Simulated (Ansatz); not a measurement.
Geometry optimisation, RKS B3LYP/def2-SVP (Ansatz).

Input:

```yaml
crystal:
  periodic: [false, false, false]
  atoms:
    - { symbol: Sn, position_ang: [-0.05364, 0.131357, 0.021047] }
    - { symbol: Cl, position_ang: [-0.191582, 0.367599, 2.400296] }
    - { symbol: Cl, position_ang: [2.122995, 0.395148, -0.814756] }
    - { symbol: O, position_ang: [-1.030182, 1.694474, -0.705043] }
    - { symbol: H, position_ang: [-1.932167, 1.43389, -0.94721] }
    - { symbol: Cl, position_ang: [-1.216976, -1.751671, -0.79966] }
    - { symbol: "N", position_ang: [1.537587, -2.431314, 1.361939] }
    - { symbol: H, position_ang: [0.874269, -2.880471, 0.740473] }
    - { symbol: H, position_ang: [2.30002, -1.971254, 0.876991] }
    - { symbol: H, position_ang: [1.093377, -1.837958, 2.081923] }
basis:
  gaussian: { orbitals: def2-SVP }
hamiltonian:
  xc: b3lyp
relax:
  f_tol: 0.03
  max_steps: 50
output:
  orbitals: {}
```

Command:

```bash
$ ansatz run input.yaml --threads 4 --pin off --max-ram 5120MiB --backend cpu --events-out ev --progress --plain --runs-dir out
```

**Question.** Where does it end, and by what steps?

**Answer.** It converged. After 8 steps the energy has fallen by 0.049 eV; H10 moved furthest, 0.31 Å.

```
step  energy less start (eV)  largest force component (eV/Å)  accepted
   0                  0.0000                           0.616       yes
   1                 -0.0098                           0.889       yes
   2                  0.0215                           1.151        no
   3                 -0.0306                           0.446       yes
   4                 -0.0425                           0.061       yes
   5                 -0.0444                           0.207       yes
   6                 -0.0490                           0.043       yes
   7                 -0.0490                           0.065       yes
   8                 -0.0493                           0.027       yes
```

```xyz
10
Properties=species:S:1:pos:R:3
Sn -0.162 0.258 -0.037
Cl -0.321 0.430 2.299
Cl 2.061 0.412 -0.743
O -1.076 1.790 -0.877
H -2.031 1.637 -0.955
Cl -1.210 -1.716 -0.769
N 1.697 -2.632 1.429
H 0.921 -2.936 0.842
H 2.310 -2.051 0.858
H 1.313 -2.042 2.168
```

Whether the end is a true minimum wasn't checked by a vibrational analysis.

The run took 29 s on 4 threads of Arm Neoverse V2, with other jobs on the host, peak memory 0.38 GiB.
